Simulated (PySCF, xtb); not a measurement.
CH7BSi, SMILES CB[SiH3]. Atoms are numbered in the order given.

```xyz
10

B     -0.0286    -0.8374     0.3638
H     -0.7420    -1.8196     0.3827
C      1.3436    -0.8995     1.0917
H      1.3683    -1.5582     1.9730
H      1.8229     0.0647     1.3136
H      1.9874    -1.3984     0.3328
Si    -0.6892     0.7646    -0.6821
H     -1.8165     1.3868     0.0921
H     -1.2388     0.3796    -2.0224
H      0.3495     1.8248    -0.8914
```

Coordinates come from a PBE0-D3(BJ)/def2-SVP optimisation.

Method: C-PCM-B3LYP/def2-SVP run with PySCF.

The values are the electrostatic part of the solvation free energy, E(continuum) − E(gas) at the gas-phase geometry, in a cavity of scaled van der Waals radii (PySCF's table); cavitation and dispersion terms are not included. In vacuum the orbital gap is 5.77 eV. The dipole moment in vacuum is 1.30 D.

```csv
solvent,ε,ΔG(elec) (kcal/mol),dipole (D),gap (eV)
water,78.36,-1.0,1.64,5.85
1-octanol,9.86,-0.9,1.60,5.85
chlorobenzene,5.70,-0.8,1.57,5.84
```

For comparison, GFN2-xTB/ALPB(water) (xtb, at the GFN2-xTB geometry, all terms of that model) gives -0.9 kcal/mol.
